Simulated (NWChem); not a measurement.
Molecule: NiF2, triplet; SMILES [F][Ni][F]

```xyz
3

Ni     0.0000     0.0000     0.0000
F      0.0000     0.0000     1.7046
F      0.0000     0.0000    -1.7046
```
Atoms are numbered in this order, from 1.

Level: PBE-D3(BJ)/def2-SVP, spin-unrestricted (NWChem), optimised geometry, unscaled harmonic frequencies. The spin multiplicity was typed, not searched, and may not be the lowest.

```
frequency (cm⁻¹)  IR intensity (km/mol)
----------------  ---------------------
125                                18.7
125                                18.7
611                                 0.0
800                                80.8
```

```
Property                                                                           Result
-----------------------------------------------------------------------  ----------------
zero-point energy                                                            2.4 kcal/mol
thermal correction to the enthalpy at 298.15 K (with zero-point energy)      5.5 kcal/mol
heat capacity Cv                                                         10.5 cal/(mol K)
dipole moment                                                                      0.00 D
```

Rigid rotor and harmonic oscillator.
